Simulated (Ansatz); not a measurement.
Species: sum formula SiNH (charge 0, singlet). 
Geometry from a B3LYP-D3(BJ)/def2-TZVP (Ansatz, a first-principles code) optimisation:
```
N
H 1 1.0000
Si 1 1.5495 2 180.00
```
Charge 0, spin multiplicity 1.

Basis-set convergence of Hartree-Fock and MP2 correlation energies (hartree) with Ansatz. Cores are frozen in the correlated levels unless marked. Spin-orbit coupling is left out. No relativistic terms.

```csv
basis,functions,E(HF),"E(corr, MP2)"
aug-cc-pV(D+d)Z,64,-343.95124,-0.26637
aug-cc-pV(T+d)Z,124,-343.97641,-0.31442
aug-cc-pV(Q+d)Z,215,-343.98227,-0.33252
```

Extrapolating the two largest sets (X = 3 and 4) as X^-3: E(corr) = (64·(-0.33252) - 27·(-0.31442))/37 = -0.3457 Eh, an estimate of the basis-set limit. The largest set recovers 96.2 % of it, the smallest 77.0 %.
